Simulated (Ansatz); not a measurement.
Basis-set extrapolation for C2H8S2Si, SMILES `CCSS[SiH3]` (PBE0-D4/def2-TZVP geometry, frozen core, Ansatz). Multiplicity 1, RHF reference.

```json
{"": "HF", "def2-TZVPP": "-1164.477133", "def2-QZVPP": "-1164.512576"}
{"": "MP2 correlation", "def2-TZVPP": "-0.834108", "def2-QZVPP": "-0.898518"}
{"": "CCSD(T) correlation", "def2-TZVPP": "-0.944268", "def2-QZVPP": "not run"}
```

Energies in hartree. Use E(X) = E(∞) + A·exp(−7.88·√X) for Hartree–Fock and E(X) = E(∞) + B·X^(−2.97) for correlation, with X = 3 and 4, and add CCSD(T) minus MP2 of the smaller set to the MP2 limit.

Task: What is the CCSD(T) energy at the basis-set limit?

Result: HF limit: -1164.512576 + (-0.035443) × 0.13774 = -1164.51746. MP2 limit: -0.898518 + (-0.064410) × 0.74074 = -0.94623. Higher-order term: -0.944268 − (-0.834108) = -0.11016. Total: -1165.57385 hartree, 400.3 kJ/mol below CCSD(T)/def2-TZVPP.
